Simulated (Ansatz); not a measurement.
Frontier orbitals of C₃H₆BN, SMILES `C=C1CBN1`.

```xyz
11

C    -1.436   -0.781   -0.724
C    -0.399   -0.170   -0.169
C     1.105   -0.399   -0.129
B     1.073    0.920    0.772
N    -0.328    0.983    0.632
H    -1.285   -1.673   -1.317
H    -2.448   -0.412   -0.604
H     1.592   -0.334   -1.104
H     1.401   -1.333    0.352
H     1.820    1.636    1.362
H    -1.096    1.563    0.929
```

The species carries charge 0 and has multiplicity 1. The structure was optimised at the PBE0-D4/def2-TZVP level. Basis def2-TZVPP, Ansatz 0.2.0.

```tsv
functional	HOMO (eV)	LUMO (eV)	gap (eV)
PBE	-5.57	-1.11	4.46
revPBE	-5.50	-1.02	4.48
r2SCAN	-5.70	-0.78	4.92
PBE0	-6.61	-0.15	6.46
B3LYP	-6.39	-0.38	6.01
ωB97M-V	-8.80	1.69	10.49
```

From PBE to PBE0 the HOMO moves by −1.04 eV and the LUMO by +0.96 eV, and with ωB97M-V by −3.22 and +2.80 eV, so the gap grows from 4.46 to 10.48 eV with exact exchange. A positive LUMO is unbound and depends on the basis.

B3LYP here is the variant with VWN-RPA as its local correlation; programs differ in this.
